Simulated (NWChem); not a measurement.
# C4H4ClF; SMILES C=C(F)/C=C\Cl

```xyz
10

C     -0.0923     2.6499     0.0000
C      0.0497     1.3186     0.0000
F      1.2714     0.7894     0.0000
C     -1.0550     0.3750     0.0000
C     -1.0431    -0.9667     0.0000
Cl     0.3329    -1.9914     0.0000
H      0.7849     3.2980     0.0000
H     -1.0856     3.0975     0.0000
H     -2.0458     0.8370     0.0000
H     -1.9828    -1.5235     0.0000
```
Atoms are numbered in this order, from 1.

All runs: NWChem. Pople sets run with spherical d functions. Coordinates come from a PBE0/def2-SVP optimisation. GIAO values for the isolated, static molecule; σ is the absolute isotropic shielding, δ = σ(reference) − σ with the isolated reference molecule computed at the same levels (13C: tetramethylsilane, 19F: trichlorofluoromethane, 1H: tetramethylsilane).

**Question.** Predict the results for Hartree-Fock/6-31G*. Quantities: δ C2 (ppm); δ F3 (ppm); δ C4 (ppm); δ H7 (ppm); δ H8 (ppm); δ H9 (ppm); δ H10 (ppm).

**Answer.** 
* **δ C2 (ppm)**: 155.1
* **δ F3 (ppm)**: -83.6
* **δ C4 (ppm)**: 120.8
* **δ H7 (ppm)**: 4.90
* **δ H8 (ppm)**: 4.39
* **δ H9 (ppm)**: 5.75
* **δ H10 (ppm)**: 5.82
